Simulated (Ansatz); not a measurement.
A structure relaxed at PBE-D4/def2-SVP in Ansatz, charge -1, doublet:

```xyz
14

Mg   -2.589   -0.485    0.781
Mg   -2.325    2.098    2.400
Mg    2.436   -2.118   -2.455
Mg    0.234    1.585    0.957
Mg   -1.005   -1.904   -0.859
Mg    1.243   -0.330   -0.749
Mg    3.577    1.073   -0.796
O    -3.451    0.721    1.965
O     3.160   -0.541   -1.694
O    -0.556   -0.111    0.161
O     0.716   -2.039   -1.681
O    -2.744   -2.085   -0.236
O     1.940    1.357    0.080
O    -0.636    2.778    2.126
```

Task: Give its formula and point group.

Result: the cluster Mg₇O₇⁻. Point group Cs (tolerance 0.1 Å).

Task: Summarise the bond lengths by kind (pairs closer than 1.2 times the sum of covalent radii, bridged metal pairs left out).

Result: 19 × Mg–O 1.83 to 2.16 Å.

The structure comes from a short search, and lower isomers may exist.
